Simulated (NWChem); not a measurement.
System: CH7BN2O; SMILES CNB(N)O

```xyz
12

C     -0.0130     1.9928    -0.0361
N     -0.6764     0.7113     0.0305
B     -0.0211    -0.5681     0.0178
N      1.4028    -0.6760    -0.0138
O     -0.7470    -1.7581    -0.0094
H     -0.6369     2.7540    -0.5527
H      0.9221     1.8976    -0.6263
H      0.2663     2.4205     0.9589
H     -1.6637     0.7583     0.2832
H      1.8429    -1.5935    -0.0471
H      2.0260     0.0662     0.2939
H     -1.6814    -1.6029    -0.2234
```
Atoms are numbered in this order, from 1.

Results from NWChem. Pople sets run with spherical d functions. Geometry: optimised at PBE-D3(BJ)/def2-SVP. Level PBE/6-31G*: energy and gradient on several grids; changes count from the extra-fine grid, which is no exact limit either.

```tsv
grid	size of the energy change (μHa)	largest change of a gradient component (μHa/bohr)	time, medium = 1 (rough)
xcoarse	2000	3000	about 1
coarse	100	200	about 1
medium	< 10	< 30	about 1
fine	< 10	< 30	about 1
xfine	< 10	< 30	3
```
